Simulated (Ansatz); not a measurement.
A made-up structure of MgBH2I, singlet:

```
5
angstrom
Mg -1.0730 0.6770 -0.5597
B 0.4899 -0.7544 0.2334
I 2.1536 0.1954 1.2009
H -2.2025 1.8243 -1.1266
H -0.4822 2.1785 0.0360
```

It is relaxed with PBE-D4/def2-SVP and then PBE0-D4/def2-TZVP (Ansatz 0.2.0). Atoms count as bonded within 1.22 times the sum of their covalent radii (H–H: 0.88 Å). The end point is not checked to be a true minimum.

Does its bonding change? (A judgement: the text doesn't fix the answer.)

By the calculation: Yes. Formed: B2–H5; broken: Mg1–H5.

Where it ends: The first stage lowers the energy by 3.73 eV in 17 steps. It ends as MgBH₂I ([MgH][BH][I]):
Mg1  (-1.408, 0.944, -0.754)
B2  (0.489, 1.134, 0.466)
I3  (1.564, -0.703, 0.736)
H4  (-2.823, 0.719, -1.681)
H5  (1.064, 2.027, 1.016)
(Å)

Labels in which every atom is bracketed show which atoms are joined, not bond orders.

For scale, one of the runs: PBE0-D4/def2-TZVP relaxation, 125 basis functions, launched by `ansatz run in.yaml --threads 2 --pin off --events-out ev --progress --plain --max-ram 4352MiB`. Hardware: 2 CPU threads of an Arm Neoverse V2, shared host. Wall time about 13 s.
